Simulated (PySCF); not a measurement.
Gas-phase equilibrium of 1 mol ZnCl2, 3.6 mol H2O at 1400 K and 0.00133 bar, among 18 species (ClO, O2, HCl, O, HO2, Zn, H2O, H, Zn(OH)2, HOCl, H2O2, O3, H2, ZnH2, ZnCl2, Cl, Cl2, OH). Only gases are allowed; each row takes one source of thermochemistry for all species, and Cantera finds the minimum.

Method: PySCF energies plus ideal-gas RRHO corrections (1 bar). † marks an energy on the PBE0/def2-TZVP geometry and frequencies. Open shells (unrestricted) among the columns below: O2 (multiplicity 3), Cl (multiplicity 2, electronic degeneracy 6), OH (multiplicity 2, electronic degeneracy 4); the rest are closed-shell singlets. Spin-orbit splitting is ignored; it lowers the true energy and changes the entropy of Cl, OH. Zn: all electrons, no relativistic terms. The harmonic model lacks anharmonicity and excited electronic states, which grow with temperature; levels with a mode under 35 cm⁻¹ are left out. Soft modes under 120 cm⁻¹ make the harmonic entropy rough for ZnCl2.

Molecules larger than those listed are left out. Table species left out: Zn+.

Mole fractions:

```csv
thermochemistry,x H2O,x HCl,x ZnCl2,x Zn,x O2,x Cl,x H2,x OH
BLYP/def2-TZVP†,0.46,0.29,0.023,0.15,0.073,0.0034,0.0010,0.00024
PBE/def2-TZVP†,0.57,0.19,0.090,0.096,0.048,0.00057,0.00069,9.0e-5
PBE0/def2-SVP†,0.65,0.12,0.14,0.061,0.031,0.00061,0.0010,0.00027
LDA/def2-TZVP†,0.72,0.061,0.18,0.030,0.015,1.6e-5,8.9e-5,2.3e-6
ωB97M-V/def2-TZVP†,0.68,0.092,0.16,0.046,0.023,0.00065,0.00025,0.00033
ωB97X-V/def2-TZVP†,0.69,0.083,0.16,0.042,0.021,0.00046,0.00068,0.00029
```
The most sensitive of these is Cl: it spans a factor of 10^2.3 over these rows; at this temperature one factor of ten is RT ln 10 = 27 kJ/mol.
